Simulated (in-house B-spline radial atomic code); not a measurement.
# Solving the quasi-particle equation for 4d up of Ru3+

Configuration [Kr] 4d5, highest spin, start PBE0; correlation leaves out the 7 deepest shells, empty levels kept to 640 hartree. Computed with a B-spline radial code for spherical atoms: all electrons, scalar-relativistic (spin-free one-electron X2C), finite nucleus, each spin shell either full or empty, empty states to l = 9 with an (l + 1/2)⁻⁴ tail; G0W0 by contour deformation at full frequency.

At the mean-field level ε = -40.935 eV the matrix elements are Σx = -34.068 eV, v_xc = -28.91 eV and Σc(ε) = -0.269 eV, and the slope of the correlation self-energy is dΣc/dω = -0.0489. The quasi-particle energy solves E = ε + Σx − v_xc + Σc(E).

**Question.** What does the linearised equation give?

**Answer.** Z = 1/(1 − dΣc/dω) = 1/1.0489 = 0.9534. The first-order shift is Σx − v_xc + Σc(ε) = -34.068 − (-28.91) + (-0.269) = -5.427 eV, so E ≈ ε + Z × shift = -40.935 + 0.9534 × (-5.427) = -46.109 eV.

**Question.** How does that compare with the full solution and with static screening?

**Answer.** Solving the equation at full frequency dependence gives E = -46.090 eV, where Σc = 0.003 eV and the weight is 0.946; the linearised value is off by 19 meV. Leaving Z out would give -46.362 eV. Static COHSEX puts -2.490 eV in place of Σc and gives -48.583 eV, 2.49 eV deeper.
